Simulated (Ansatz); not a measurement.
Gas-phase electronic energies from Ansatz, PBE0-D4/def2-TZVP geometries. CCSD(T)/CBS adds triple-zeta CCSD(T) − MP2 to the extrapolated MP2 energy (def2 sets, frozen cores). This one scheme is used for every species. For Br outer-core shells are correlated without core-valence functions, which leaves a few kJ/mol of doubt a bond. Scalar relativity is left out up to krypton. Each species was taken in one conformer, which may not be the lowest.

Reaction (ligand exchange at a B–S bond): `CSB(C)Br` + H₂S → `CB(S)Br` + CH₃SH

| species | CCSD(T)/CBS(def2) energy (Eh) |
| --- | --- |
| `CSB(C)Br` | -3075.68848 |
| H₂S | -398.97279 |
| `CB(S)Br` | -3036.42757 |
| CH₃SH | -438.22835 |

(1) Work out ΔE.

Largest T1 diagnostic among the species: 0.011.

Answers

(1) ΔE = (-3036.42757) + (-438.22835) − (-3075.68848) − (-398.97279) = 0.00535 Eh = +14.0 kJ/mol.

In def2-TZVPP, CCSD(T) changes the Hartree–Fock value by +9.5 kJ/mol (the triples alone add +1.9 kJ/mol) and MP2 by +11.4 kJ/mol. The D4 term adds +5.3 kJ/mol with B3LYP and +3.0 kJ/mol with PBE0; it sums over pairs of atoms, weighted by their polarisabilities, and B3LYP, whose exchange is more repulsive, gets the larger term.

B3LYP here is the variant with VWN-RPA as its local correlation; programs differ in this.
